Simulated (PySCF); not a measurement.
BHO, SMILES B=O.

The structure is a stationary point at PBE0-D3(BJ)/def2-TZVPD.

Two levels are set side by side: TDA-PBE/def2-TZVPD (PySCF) and TDA-PBE0/def2-TZVPD (PySCF). Vertical, same geometry. The lowest singlet is HOMO−1→LUMO+1 50 %, HOMO→LUMO 50 % with PBE and HOMO−1→LUMO+1 49 %, HOMO→LUMO 49 % with the other functional; states are paired by order. Differences are taken from unrounded values.

```csv
quantity,TDA-PBE
lowest singlet excitation (eV),7.82
lowest triplet excitation (TDA) (eV),6.66
first bright state (f over 0.05) (eV),8.93
its oscillator strength,0.07
```

Task: These are the TDA-PBE values. What does TDA-PBE0 give? (Estimate from the structure and the level; the computed values follow.)

Result: 
```
quantity                               TDA-PBE0  TDA-PBE minus TDA-PBE0
-------------------------------------  --------  ----------------------
lowest singlet excitation (eV)             7.96                   -0.14
lowest triplet excitation (TDA) (eV)       6.74                   -0.08
first bright state (f over 0.05) (eV)      9.53                   -0.60
its oscillator strength                    0.09                   -0.01
```

Rough cost on one machine, each run with all the roots and properties that it gave: TDA-PBE0 against TDA-PBE within a factor of 2.
